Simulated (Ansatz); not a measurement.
A nudged elastic band was laid between two geometries of CH₆NSi₂ (10 atoms, charge 1, multiplicity 1).

Method: RKS PBE0-D4/STO-3G in Ansatz.

```yaml
movable_images: 5
climbing_image: yes
spring: 5.0 eV/Å²
optimiser: quadratic models (default)
start_path: through a guess of the saddle point
force_threshold: 0.05 eV/Å
iteration_limit: 60
end_points: relaxed
```

First end point:

```xyz
10
Properties=species:S:1:pos:R:3
N 0.807 -1.052 -1.390
Si -0.095 -1.033 0.292
C -0.544 0.494 0.704
Si -0.741 1.906 1.569
H 1.299 -0.141 -1.578
H 0.163 -1.205 -2.210
H 1.542 -1.801 -1.463
H -0.805 -2.288 0.225
H 0.169 2.287 2.627
H -1.795 2.833 1.224
```

Last end point:

```xyz
10
Properties=species:S:1:pos:R:3
N 0.577 -0.870 -1.383
Si 0.455 -0.338 0.453
C -0.253 1.233 0.595
Si -1.498 1.603 1.856
H 0.905 -0.087 -2.004
H -0.333 -1.204 -1.797
H 1.260 -1.657 -1.532
H -0.222 -1.493 1.013
H -0.884 0.845 2.975
H -0.008 1.971 -0.176
```

Problem. Which bonds break or form, and what moves?

Solution. Bonds broken: Si4–H10. Bonds formed: C3–H10.

Problem. Give the energies along the band, and the barrier.

Solution. The run converged. The highest image is number 3 of 0 to 6, 1.85 eV above the first end and 2.15 eV above the last; the last end lies 0.29 eV below the first. Neighbouring images differ by up to 1.9 eV, so the band resolves the path poorly. A vibrational analysis at the climbing image gives one clearly imaginary mode, 1209i cm⁻¹: a first-order saddle point. The orbitals stay closed-shell, which can raise the energy where a bond breaks towards radicals; this wasn't checked here. Limits of this set-up: minimal basis, the dipole of an ion depends on the origin.

| image | path coordinate (Å) | energy (eV) | Si4–H10 (Å) | C3–H10 (Å) |
| --- | --- | --- | --- | --- |
| 0 | 0.00 | 0.00 | 1.44 | 2.70 |
| 1 | 0.93 | 0.08 | 1.44 | 2.63 |
| 2 | 1.85 | 0.54 | 1.44 | 2.39 |
| 3 | 2.78 | 1.85 | 1.55 | 1.62 |
| 4 | 3.95 | -0.06 | 2.34 | 1.11 |
| 5 | 5.11 | -0.26 | 2.48 | 1.10 |
| 6 | 6.28 | -0.29 | 2.55 | 1.10 |

Problem. What is the geometry of the highest image?

Solution. 
```xyz
10
Properties=species:S:1:pos:R:3
N 0.700 -0.796 -1.311
Si 0.373 -1.171 0.549
C -0.324 0.378 1.070
Si -1.148 1.665 1.827
H 1.362 0.007 -1.457
H -0.157 -0.575 -1.881
H 1.150 -1.619 -1.788
H -0.715 -2.118 0.321
H -0.201 2.631 2.390
H -1.039 1.598 0.280
```

The band took 18 iterations and about 3 core-minutes.

Run time: 3.2 min on 1 thread of Intel(R) Xeon(R) Platinum 8488C (Sapphire Rapids) (shared host), peak memory 0.12 GiB.
